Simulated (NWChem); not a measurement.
The numbers come from NWChem runs, not from measurements. System: SeSn, charge 0, spin multiplicity 1, at a geometry optimised with PBE0/def2-SVP with def2 effective core potentials on Sn. The structure started from a generated list of species. Level: PBE0/def2-SVP with def2 effective core potentials on Sn.

The NWChem input:

```
start mol
memory heap 200 mb stack 900 mb global 1100 mb
geometry units angstroms nocenter noautoz
  Sn     0.000000     0.000000     0.946317
  Se     0.000000     0.000000    -1.391642
  symmetry group C2v
end
basis spherical
  * library def2-svp
end
ecp
  Sn library def2-ecp
end
dft
  xc pbe0
  semidirect memsize 60000000 filesize 0
  iterations 100
end
task dft energy
```

NWChem printed:

```
             Northwest Computational Chemistry Package (NWChem) 7.3.0
             --------------------------------------------------------

                                NWChem Input Module
                                -------------------

 Scaling coordinates for geometry "geometry" by  1.889725989
 (inverse scale =  0.529177249)

 Turning off AUTOSYM since
 SYMMETRY directive was detected!

                             Geometry "geometry" -> ""
                             -------------------------

 Output coordinates in angstroms (scale by  1.889725989 to convert to a.u.)

  No.       Tag          Charge          X              Y              Z
 ---- ---------------- ---------- -------------- -------------- --------------
    1 Sn                  50.0000     0.00000000     0.00000000     0.94631700
    2 Se                  34.0000     0.00000000     0.00000000    -1.39164200

 Effective nuclear repulsion energy (a.u.)     384.7806241681

            Nuclear Dipole moment (a.u.)
            ----------------------------
        X                 Y               Z
 ---------------- ---------------- ----------------
     0.0000000000     0.0000000000     0.0000415740

      Symmetry information
      --------------------

 Group name             C2v
 Group number             16
 Group order               4
 No. of unique centers     2

      Symmetry unique atoms

     1    2


 Summary of "ao basis" -> "" (spherical)
 ------------------------------------------------------------------------------
       Tag                 Description            Shells   Functions and Types
 ---------------- ------------------------------  ------  ---------------------
 *                          def2-svp                  on all atoms

                                 NWChem DFT Module
                                 -----------------

 Summary of "ao basis" -> "ao basis" (spherical)
 ------------------------------------------------------------------------------
       Tag                 Description            Shells   Functions and Types
 ---------------- ------------------------------  ------  ---------------------
 Sn                         def2-svp                10       26   4s4p2d
 Se                         def2-svp                12       32   5s4p3d

 Summary of "ao basis" -> "ao basis" (spherical)
 ------------------------------------------------------------------------------
       Tag                 Description            Shells   Functions and Types
 ---------------- ------------------------------  ------  ---------------------
 Sn                         def2-svp                10       26   4s4p2d
 Se                         def2-svp                12       32   5s4p3d

      Symmetry analysis of basis
      --------------------------

        a1         27
        a2          5
        b1         13
        b2         13

            General Information
            -------------------
          SCF calculation type: DFT
          Wavefunction type:  closed shell.
          No. of atoms     :     2
          No. of electrons :    56
           Alpha electrons :    28
            Beta electrons :    28
          Charge           :     0
          Spin multiplicity:     1
          Use of symmetry is: on ; symmetry adaption is: on
          Maximum number of iterations: 100
          AO basis - number of functions:    58
                     number of shells:    22
          Convergence on energy requested:  1.00D-06
          Convergence on density requested:  1.00D-05
[...]
  Resetting Diis
 d= 0,ls=0.0,diis     6  -2615.3318341256 -1.13D-05  3.05D-05  4.06D-06     2.8

 !! scf_movecs_sym_adapt:   10 vectors were symmetry contaminated

  Symmetry fudging

 !! scf_movecs_sym_adapt:    6 vectors were symmetry contaminated

 d= 0,ls=0.0,diis     7  -2615.3318347623 -6.37D-07  6.53D-06  2.68D-08     2.9

         Total DFT energy =    -2615.331834762348
      One electron energy =    -4058.600996499182
           Coulomb energy =     1378.923337941754
    Exchange-Corr. energy =     -104.957650838895
 Nuclear repulsion energy =      169.303474633975

 Numeric. integr. density =       55.999999998427

     Total iterative time =      1.7s

                  Occupations of the irreducible representations
                  ----------------------------------------------

                     irrep           alpha         beta
                     --------     --------     --------
                     a1               14.0         14.0
                     a2                2.0          2.0
                     b1                6.0          6.0
                     b2                6.0          6.0

                       DFT Final Molecular Orbital Analysis
                       ------------------------------------

 Vector   26  Occ=2.000000D+00  E=-2.661167D-01  Symmetry=a1
              MO Center= -3.5D-16,  6.7D-17, -4.6D-02, r^2= 4.2D+00
   Bfn.  Coefficient  Atom+Function         Bfn.  Coefficient  Atom+Function
  ----- ------------  ---------------      ----- ------------  ---------------
    13      0.401500  1 Sn pz                43     -0.394030  2 Se pz
    40     -0.390941  2 Se pz                 3      0.269235  1 Sn s
     4      0.253214  1 Sn s                 37      0.250478  2 Se pz
    16      0.195696  1 Sn pz                31      0.134882  2 Se s
    10     -0.132925  1 Sn pz                 7     -0.124973  1 Sn pz

 Vector   27  Occ=2.000000D+00  E=-2.572577D-01  Symmetry=b1
              MO Center= -6.2D-16, -3.2D-31, -8.7D-01, r^2= 2.6D+00
   Bfn.  Coefficient  Atom+Function         Bfn.  Coefficient  Atom+Function
  ----- ------------  ---------------      ----- ------------  ---------------
    41      0.510118  2 Se px                38      0.435016  2 Se px
    35     -0.280108  2 Se px                11      0.253096  1 Sn px
    14      0.188506  1 Sn px                32      0.091003  2 Se px
     8     -0.083344  1 Sn px                 5     -0.078468  1 Sn px
    20     -0.065737  1 Sn d  1              25      0.050671  1 Sn d  1

 Vector   28  Occ=2.000000D+00  E=-2.572577D-01  Symmetry=b2
              MO Center= -3.2D-31, -6.3D-16, -8.7D-01, r^2= 2.6D+00
   Bfn.  Coefficient  Atom+Function         Bfn.  Coefficient  Atom+Function
  ----- ------------  ---------------      ----- ------------  ---------------
    42      0.510118  2 Se py                39      0.435016  2 Se py
    36     -0.280108  2 Se py                12      0.253096  1 Sn py
    15      0.188506  1 Sn py                33      0.091003  2 Se py
     9     -0.083344  1 Sn py                 6     -0.078468  1 Sn py
    18      0.065737  1 Sn d -1              23     -0.050671  1 Sn d -1

 Vector   29  Occ=0.000000D+00  E=-9.137380D-02  Symmetry=b2
              MO Center=  8.6D-33,  2.4D-17,  5.2D-01, r^2= 4.2D+00
   Bfn.  Coefficient  Atom+Function         Bfn.  Coefficient  Atom+Function
  ----- ------------  ---------------      ----- ------------  ---------------
    15      0.582056  1 Sn py                12      0.505057  1 Sn py
    42     -0.429393  2 Se py                39     -0.252319  2 Se py
    36      0.164811  2 Se py                 9     -0.158454  1 Sn py
     6     -0.147844  1 Sn py                33     -0.053419  2 Se py
    18     -0.039656  1 Sn d -1              55      0.030832  2 Se d -1

 Vector   30  Occ=0.000000D+00  E=-9.137380D-02  Symmetry=b1
              MO Center=  2.4D-17,  1.9D-33,  5.2D-01, r^2= 4.2D+00
   Bfn.  Coefficient  Atom+Function         Bfn.  Coefficient  Atom+Function
  ----- ------------  ---------------      ----- ------------  ---------------
    14      0.582056  1 Sn px                11      0.505057  1 Sn px
    41     -0.429393  2 Se px                38     -0.252319  2 Se px
    35      0.164811  2 Se px                 8     -0.158454  1 Sn px
     5     -0.147844  1 Sn px                32     -0.053419  2 Se px
    20      0.039656  1 Sn d  1              57     -0.030832  2 Se d  1

 Vector   31  Occ=0.000000D+00  E= 2.321770D-02  Symmetry=a1
              MO Center=  3.4D-16, -2.9D-16,  7.5D-01, r^2= 5.8D+00
   Bfn.  Coefficient  Atom+Function         Bfn.  Coefficient  Atom+Function
  ----- ------------  ---------------      ----- ------------  ---------------
    16      1.222742  1 Sn pz                31      0.809025  2 Se s
    43      0.796246  2 Se pz                 4     -0.598321  1 Sn s
    13      0.283097  1 Sn pz                 3     -0.278107  1 Sn s
    30      0.251445  2 Se s                 40      0.230583  2 Se pz
    29     -0.181076  2 Se s                 37     -0.161597  2 Se pz

 center of mass
 --------------
 x =   0.00000000 y =   0.00000000 z =   0.01676823

 moments of inertia (a.u.)
 ------------------
         922.784225702196           0.000000000000           0.000000000000
           0.000000000000         922.784225702196           0.000000000000
           0.000000000000           0.000000000000           0.000000000000

     Multipole analysis of the density
     ---------------------------------

     L   x y z        total         alpha         beta         nuclear
     -   - - -        -----         -----         ----         -------
     0   0 0 0     -0.000000    -28.000000    -28.000000     56.000000

     1   1 0 0     -0.000000     -0.000000     -0.000000      0.000000
     1   0 1 0      0.000000      0.000000      0.000000      0.000000
     1   0 0 1      1.142930     25.607362     25.607362    -50.071794

     2   2 0 0    -31.018270    -15.509135    -15.509135      0.000000
     2   1 1 0     -0.000000     -0.000000     -0.000000      0.000000
     2   1 0 1      0.000000      0.000000      0.000000      0.000000
     2   0 2 0    -31.018270    -15.509135    -15.509135      0.000000
     2   0 1 1      0.000000      0.000000      0.000000      0.000000
     2   0 0 2    -32.544270   -169.020916   -169.020916    305.497562

 Task  times  cpu:        2.9s     wall:        2.9s

 Total times  cpu:        2.9s     wall:        2.9s
```
